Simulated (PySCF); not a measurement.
# A search over the determinants of TiCl⁺

Unrestricted PBE0; basis Ti def2-TZVPPD, Cl def2-TZVPPD; no relativity; PySCF 2.14. Outer shells of the fragments: Ti+ 3d2 4s1; Cl 3s2 3p5.

Followed along the bond (rough minima from three points):

```json
{"2Ms+1": "3", "unpaired": "π ↑, δ ↑", "⟨S²⟩ at the start": "2.01", "R at minimum (Å)": "2.18", "Te (eV)": "0.00"}
{"2Ms+1": "3", "unpaired": "π ↑, δ ↑", "⟨S²⟩ at the start": "2.01", "R at minimum (Å)": "2.18", "Te (eV)": "0.07"}
{"2Ms+1": "3", "unpaired": "δ ↑↑", "⟨S²⟩ at the start": "2.02", "R at minimum (Å)": "2.15", "Te (eV)": "0.24"}
{"2Ms+1": "1", "unpaired": "π ↓, δ ↑", "⟨S²⟩ at the start": "1.00", "R at minimum (Å)": "2.18", "Te (eV)": "0.48"}
{"2Ms+1": "1", "unpaired": "π ↓, δ ↑", "⟨S²⟩ at the start": "1.00", "R at minimum (Å)": "2.18", "Te (eV)": "0.54"}
{"2Ms+1": "3", "unpaired": "π ↑↑", "⟨S²⟩ at the start": "2.00", "R at minimum (Å)": "2.21", "Te (eV)": "0.65"}
```

Solutions found at the starting distance of 2.335 Å, counted from the lowest of them; the search is not exhaustive and high or unbound solutions are not listed, so other states can lie among these:

```csv
2Ms+1,unpaired,term,E (eV),⟨S²⟩,⟨Lz²⟩,μ (D)
3,"π ↑, δ ↑",mixed,0.00,2.01,4.68,-8.65
3,"π ↑, δ ↑",mixed,0.08,2.01,5.01,-8.58
3,"σ ↑, δ ↑",³Δ,0.08,2.01,4.00,-8.48
3,δ ↑↑,³Σ⁻,0.33,2.02,0.00,-8.41
1,"π ↓, δ ↑",mixed,0.50,1.00,4.71,-8.56
1,"π ↓, δ ↑",mixed,0.56,1.00,5.01,-8.55
3,π ↑↑,³Σ⁻,0.59,2.00,0.00,-8.86
1,δ ↑↓,mixed,0.61,1.00,7.67,-8.43
1,"σ ↓, δ ↑",mixed,0.67,1.00,4.00,-8.50
1,π ↑↓,mixed,1.04,1.00,2.01,-8.75
```

A term symbol is given only where ⟨S²⟩ and ⟨Lz²⟩ are close to those of a pure state; real π, δ and φ orbitals otherwise mix terms. A positive dipole points towards Cl; it is taken about the centre of mass and depends on that origin.

With d or f electrons several states lie close, and the lowest PBE0 determinant need not be the measured ground state.
